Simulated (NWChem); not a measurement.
CaH2S2; SMILES [SH][Ca][SH]

```xyz
5

Ca     0.0000     0.0000     0.3074
S      2.5485    -0.0280    -0.1230
H      2.5140     0.9017    -1.1057
S     -2.5485     0.0280    -0.1230
H     -2.5140    -0.9017    -1.1057
```
Atoms are numbered in this order, from 1.

Program: NWChem. All runs use the structure optimised with PBE0/def2-SVP. B3LYP is NWChem's, with the RPA form of VWN correlation. Ions are spin-unrestricted doublets at the neutral geometry; other ion states weren't tried.

Task: Predict the results for B3LYP/def2-SVP. Quantities: vertical ionisation energy, ΔSCF (eV); −ε(HOMO) (eV).

Result: The vertical ionisation energy, ΔSCF (eV) is 8.33. The −ε(HOMO) (eV) is 6.22.
